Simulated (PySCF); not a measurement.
Calculation: B3LYP-D3(BJ)/def2-TZVP // PBE-D3(BJ)/def2-SVP (PySCF). All species are isolated molecules in the gas phase. One relaxed conformer stands for a flexible species; it need not be the lowest. B3LYP has the VWN-RPA correlation part, as in Gaussian. 

Reference species: [Y(NH2)3] (neutral, multiplicity 1).

```
Quantity                               Result
-------------------------------------  ------
charge on the central atom (Mulliken)  1.41 e
coordination number                         3
```

Changed species: [Y(Cl)(NH2)2] (2 of 3 Cl replaced by NH2; the reference has 3 of 3 Cl replaced by NH2).

Task: Predict the effect on the charge on the central atom (Mulliken) and coordination number.

Result: the charge on the central atom (Mulliken) decreases by 0.06 e, to 1.35 e; the coordination number hardly moves.
